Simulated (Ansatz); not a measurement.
```tsv
atom	x (Å)	y (Å)	z (Å)
H	0.0000	0.0000	-2.4700
H	0.0000	0.0000	-1.4820
H	0.0000	0.0000	-0.4940
H	0.0000	0.0000	0.4940
H	0.0000	0.0000	1.4820
H	0.0000	0.0000	2.4700
```

Basis set: def2-SVP (spherical functions). All electrons are correlated. Charge 0, multiplicity 1.

Computed with Ansatz (development build ahead of 0.2.0); each method stands on the lowest determinant of its kind that the runs found. Restricted open shells among the atoms or ions are ROHF, correlated in semicanonical orbitals with singles.

Give the atomization energy at this shape (free ground-state atoms in the same class of orbitals less the molecule, no zero-point energy) of singlet H₆ by RHF-MP2, RHF.

```
 method  atomization energy
RHF-MP2     215.56 kcal/mol
    RHF     152.11 kcal/mol
```

Caution: stretched shape with no unrestricted run beside it, a lower state can exist. Caution for RHF-MP2: bonds are stretched, where a single reference can fail.
